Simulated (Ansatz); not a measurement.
Two shapes of singlet Li2F2.

Shape 1:

```xyz
4

Li    1.1079    0.0376   -0.0328
Li   -1.1099    0.0329   -0.0373
F     0.0167    1.3138    0.0420
F     0.0039   -1.3052   -0.0482
```

Shape 2:

```xyz
4

Li    1.1931    0.0000    0.0000
Li   -1.1931    0.0000    0.0000
F     0.0000    1.3959    0.0000
F     0.0000   -1.3959    0.0000
```

Basis set: def2-TZVP (spherical functions). Correlated methods keep 2 orbitals frozen. Charge 0, multiplicity 1.

Computed with Ansatz (development build ahead of 0.2.0); each method stands on the lowest determinant of its kind that the runs found.

Which shape is lower in energy, and by how much in each method?

```csv
method,E(2) − E(1) (eV)
RHF,0.211
RHF-MP2,0.133
```

Shape 1 is lower.
